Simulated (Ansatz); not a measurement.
Isomers of C4H14BN (singlet), relaxed with PBE-D4/def2-SVP; total energies from Ansatz at ωB97X-V/def2-TZVP.

```tsv
isomer	description	energy (Eh)
A	B(NH2tBu)H3 (C4H14BN)	-240.48576
B	B(NMe2Et)H3 (C4H14BN)	-240.46652
C	B(NH2Me)Me3 (C₄H₁₄BN)	-240.50726
```

Task: Work out the relative energies (1 Eh = 2625.5 kJ/mol) and the Boltzmann populations at 1200 K from electronic energies alone (R = 8.314 J/mol/K).

Result: ΔE: A 56.4, B 107.0, C 0.0 kJ/mol. RT = 9.98 kJ/mol. Factors exp(−ΔE/RT): A 0.00351, B 2.21e-05, C 1; sum 1.004. Populations: A 0.3 %, B 0.0 %, C 99.6 %. Zero-point energy, vibrational entropy and symmetry numbers are left out and can shift these; an error of 4 kJ/mol changes a ratio by a factor of 1.5. Over the other density-functional and correlated levels in def2 sets, the gap between C and A ranges from 52 to 65 kJ/mol.
